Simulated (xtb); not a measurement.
O4Os, singlet, at a GFN2-xTB geometry (such geometries of metal compounds can be far from the true shape); GFN2-xTB run with xtb.

xtb was given this input:
```
$ xtb mol.xyz --gfn 2 --ohess --json

# file mol.xyz
5

Os     0.00000000    -0.00000000     0.00000000
O      1.11279420     0.65835603    -0.97541765
O      0.73850384    -0.82037554     1.18523383
O     -0.93629128    -1.00940387    -0.85302150
O     -0.91500677     1.17142338     0.64320532
```

It wrote (shortened):

```
   ID    Z sym.   atoms
    1   76 Os     1
    2    8 O      2-5

           -------------------------------------------------
          |                Calculation Setup                |
           -------------------------------------------------

           -------------------------------------------------
          |                 G F N 2 - x T B                 |
           -------------------------------------------------

          ...................................................
          :                      SETUP                      :
          :.................................................:
          :  # basis functions                  26          :
          :  # atomic orbitals                  25          :
          :  # shells                           11          :
          :  # electrons                        32          :
          :  max. iterations                   250          :
          :  Hamiltonian                  GFN2-xTB          :
          :  restarted?                      false          :
          :  GBSA solvation                  false          :
          :  PC potential                    false          :
          :  electronic temp.          300.0000000     K    :
          :  accuracy                    1.0000000          :
          :  -> integral cutoff          0.2500000E+02      :
          :  -> integral neglect         0.1000000E-07      :
          :  -> SCF convergence          0.1000000E-05 Eh   :
          :  -> wf. convergence          0.1000000E-03 e    :
          :  Broyden damping             0.4000000          :
          :  net charge                          0          :
          :  unpaired electrons                  0          :
          ...................................................

 iter      E             dE          RMSdq      gap      omega  full diag
   1    -19.4734110 -0.194734E+02  0.609E+00    3.72       0.0  T
   2    -19.4733826  0.284858E-04  0.352E+00    3.57       1.0  T
   3    -19.4517203  0.216623E-01  0.292E+00    3.88       1.0  T
   4    -19.4756278 -0.239075E-01  0.221E-01    3.62       1.0  T
   5    -19.4757483 -0.120463E-03  0.137E-01    3.62       1.0  T
   6    -19.4758184 -0.700577E-04  0.299E-02    3.63       1.5  T
   7    -19.4758210 -0.262717E-05  0.105E-02    3.64       4.3  T
   8    -19.4758213 -0.317896E-06  0.318E-04    3.64     140.7  T
   9    -19.4758213 -0.319062E-09  0.151E-04    3.64     295.6  T

   *** convergence criteria satisfied after 9 iterations ***

         :::::::::::::::::::::::::::::::::::::::::::::::::::::
         ::                     SUMMARY                     ::
         :::::::::::::::::::::::::::::::::::::::::::::::::::::
         :: total energy             -19.397550243440 Eh    ::
         :: gradient norm              0.000016946603 Eh/a0 ::
         :: HOMO-LUMO gap              3.637339034774 eV    ::
         ::.................................................::
         :: SCC energy               -19.475820999658 Eh    ::
         :: -> isotropic ES            0.125647348563 Eh    ::
         :: -> anisotropic ES         -0.002517411116 Eh    ::
         :: -> anisotropic XC         -0.001053012253 Eh    ::
         :: -> dispersion             -0.003119238026 Eh    ::
         :: repulsion energy           0.078270756218 Eh    ::
         :: add. restraining           0.000000000000 Eh    ::
         :: total charge              -0.000000000000 e     ::
         :::::::::::::::::::::::::::::::::::::::::::::::::::::

      -----------------------------------------------------------
     |                   =====================                   |
     |                        A N C O P T                        |
     |                   =====================                   |
     |               Approximate Normal Coordinate               |
     |                Rational Function Optimizer                |
[...]
 * total energy  :   -19.3975502 Eh     change       -0.5581668E-10 Eh
   *** GEOMETRY OPTIMIZATION CONVERGED AFTER 1 ITERATIONS ***
         :: total energy             -19.397550243495 Eh    ::
[...]
   9: 56.63  10:  0.00  11:  0.00  12:  0.00  13: 94.97  14: 94.97  15: 94.97
 Raman intensities (Ä⁴*amu⁻¹)
   1:  0.00   2:  0.00   3:  0.00   4:  0.00   5:  0.00   6:  0.00   7:  0.00   8:  0.00
Molecule has the following symmetry elements: 4*(C3) 3*(C2) 3*(S4) 6*(sigma)
It seems to be the Td point group
   9:  0.00  10:  0.00  11:  0.00  12:  0.00  13:  0.00  14:  0.00  15:  0.00
 output can be read by thermo (or use thermo option).
 writing <g98.out> molden fake output.
 recommended (thermochemical) frequency scaling factor: 1.0
           -------------------------------------------------
          |             Thermodynamic Functions             |
           -------------------------------------------------

td  symmetry found (for desy threshold:  0.10E+00) used in thermo

          ...................................................
          :                      SETUP                      :
          :.................................................:
          :  # frequencies                           9      :
          :  # imaginary freq.                       0      :
          :  linear?                             false      :
          :  only rotor calc.                    false      :
          :  symmetry                               td      :
          :  rotational number                      12      :
          :  scaling factor                  1.0000000      :
          :  rotor cutoff                   50.0000000 cm⁻¹ :
          :  imag. cutoff                  -20.0000000 cm⁻¹ :
          :.................................................:

    mode    ω/cm⁻¹     T·S(HO)/kcal·mol⁻¹    T·S(FR)/kcal·mol⁻¹   T·S(vib)
   ------------------------------------------------------------------------
       1    274.84    -0.46678 ( 99.89%)    -0.55154 (  0.11%)    -0.46687
       2    274.84    -0.46678 ( 99.89%)    -0.55154 (  0.11%)    -0.46687
       3    274.84    -0.46678 ( 99.89%)    -0.55154 (  0.11%)    -0.46687
   ------------------------------------------------------------------------

   temp. (K)  partition function   enthalpy   heat capacity  entropy
                                   cal/mol     cal/K/mol   cal/K/mol   J/K/mol
 298.15  VIB   4.55                 1518.208     10.540      8.104
         ROT  0.754E+04              888.752      2.981     20.722
         INT  0.343E+05             2406.960     13.521     28.826
         TR   0.392E+28             1481.254      4.968     42.480
         TOT                        3888.2143    18.4893    71.3061   298.3447

       T/K    H(0)-H(T)+PV         H(T)/Eh          T*S/Eh         G(T)/Eh
   ------------------------------------------------------------------------
    298.15    0.619626E-02    0.175940E-01    0.338798E-01   -0.162858E-01
   ------------------------------------------------------------------------

         :::::::::::::::::::::::::::::::::::::::::::::::::::::
         ::                  THERMODYNAMIC                  ::
         :::::::::::::::::::::::::::::::::::::::::::::::::::::
         :: total free energy         -19.413836058405 Eh   ::
         ::.................................................::
         :: total energy              -19.397550243495 Eh   ::
         :: zero point energy           0.011397752961 Eh   ::
         :: G(RRHO) w/o ZPVE           -0.027683567870 Eh   ::
         :: G(RRHO) contrib.           -0.016285814909 Eh   ::
         :::::::::::::::::::::::::::::::::::::::::::::::::::::

optimized geometry written to: xtbopt.xyz

           -------------------------------------------------
          | TOTAL ENERGY              -19.397550243495 Eh   |
          | TOTAL ENTHALPY            -19.379956226622 Eh   |
          | TOTAL FREE ENERGY         -19.413836058405 Eh   |
          | GRADIENT NORM               0.000017385981 Eh/α |
          | HOMO-LUMO GAP               3.637353120831 eV   |
           -------------------------------------------------

normal termination of xtb
```
